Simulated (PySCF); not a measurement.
Species: thiophene-2-boronic acid, C₄H₅BO₂S.
Bonds: O1–B2, B2–O3, B2–C4, C4–C5 (aromatic), C5–C6 (aromatic), C6–C7 (aromatic), C7–S8 (aromatic), C4–S8 (aromatic). Hydrogens: H9 on O1; H10 on O3; H11 on C5; H12 on C6; H13 on C7.

The calculation used PBE0-D3(BJ)/def2-SVP geometry optimisation, gas phase in PySCF 2.14.0.

Give the optimised bond lengths and angles.

```json
{"bond": "O1–B2, B2–O3", "length (Å)": "1.362"}
{"bond": "B2–C4", "length (Å)": "1.559"}
{"bond": "C4–C5", "length (Å)": "1.380"}
{"bond": "C5–C6", "length (Å)": "1.419"}
{"bond": "C6–C7", "length (Å)": "1.373"}
{"bond": "C7–S8", "length (Å)": "1.711"}
{"bond": "C4–S8", "length (Å)": "1.730"}
{"bond": "O1–H9, O3–H10", "length (Å)": "0.962"}
{"bond": "C5–H11", "length (Å)": "1.091"}
{"bond": "C6–H12", "length (Å)": "1.091"}
{"bond": "C7–H13", "length (Å)": "1.090"}
```

Bonds in one row agree within 0.01 Å and their mean is given. A selection of angles:
```json
{"angle": "O1–B2–O3", "degrees": "118.4"}
{"angle": "O1–B2–C4", "degrees": "123.9"}
{"angle": "O3–B2–C4", "degrees": "117.8"}
{"angle": "B2–C4–C5", "degrees": "127.8"}
{"angle": "B2–C4–S8", "degrees": "122.5"}
{"angle": "C5–C4–S8", "degrees": "109.7"}
{"angle": "C4–C5–C6", "degrees": "113.7"}
{"angle": "C5–C6–C7", "degrees": "112.3"}
{"angle": "C6–C7–S8", "degrees": "111.3"}
{"angle": "C4–S8–C7", "degrees": "93.0"}
{"angle": "H9–O1–B2", "degrees": "114.4"}
{"angle": "H10–O3–B2", "degrees": "111.3"}
```

Dihedral angles: O1–B2–C4–C5 180° (antiperiplanar); H9–O1–B2–O3 180° (antiperiplanar); H10–O3–B2–O1 0° (synperiplanar).

B2 (three-coordinate boron) is planar (angles 123.9°, 118.4° and 117.8°, sum 360.0°, 0.00 Å off the plane of its three neighbours). Of the pairs four or more bonds apart, S8···H9 is among the closest relative to their van der Waals radii: 2.79 Å, 93 % of the sum of Bondi's values. S8 (thiophene-type sulfur) is bent (angle 93.0°). The 8 heavy atoms lie in one plane (0.003 Å rms). The C–C distances run from 1.373 Å (C6–C7, aromatic) to 1.419 Å (C5–C6, aromatic), a spread of 0.046 Å. The 5-membered ring C4–C5–C6–C7–S8 has internal angles of 93.0° to 113.7°; it is planar, 0.00 Å rms from its mean plane, widest ring torsion 0°.

Point group: Cs (every atom within 0.08 Å of its image). No PBE0-D3(BJ)/def2-SVP frequencies stand behind this structure, so it isn't proved a minimum. One conformer, not necessarily the lowest (H–O1–B2–O3 180°, O1–B2–O3–H 0°).
